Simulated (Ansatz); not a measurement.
Mulliken charges of CHClGeNO (`O=C=[N][GeH][Cl]`) radical from B3LYP/def2-TZVPP in Ansatz (PBE0-D4/def2-TZVP geometry).

| atom | x (Å) | y (Å) | z (Å) | charge (e) |
| --- | --- | --- | --- | --- |
| O1 | 0.024 | -1.617 | -2.245 | -0.191 |
| C2 | -0.243 | -1.020 | -1.285 | 0.256 |
| N3 | -0.575 | -0.454 | -0.273 | -0.278 |
| Ge4 | -0.153 | 1.067 | 0.651 | 0.455 |
| Cl5 | 1.947 | 0.976 | 1.133 | -0.270 |
| H6 | -0.958 | 0.984 | 1.973 | 0.027 |

Problem. By hand: the dipole of these point charges (1 e Å = 4.8032 D).

Solution. Σ q r = (-0.528, 0.422, 0.219) e Å, of length 0.711 e Å = 3.42 D.

Problem. How does the dipole of the full density compare? (Estimate.)

Solution. Ansatz gave: (-0.274, 0.329, 0.202) e Å, 2.27 D; the point charges give 1.51 times that, at 13° from its direction.

Point charges leave out the atoms' own dipoles, such as those of lone pairs, and Mulliken's split depends on the basis, so the two needn't agree.

B3LYP here is the variant with VWN-RPA as its local correlation; programs differ in this.
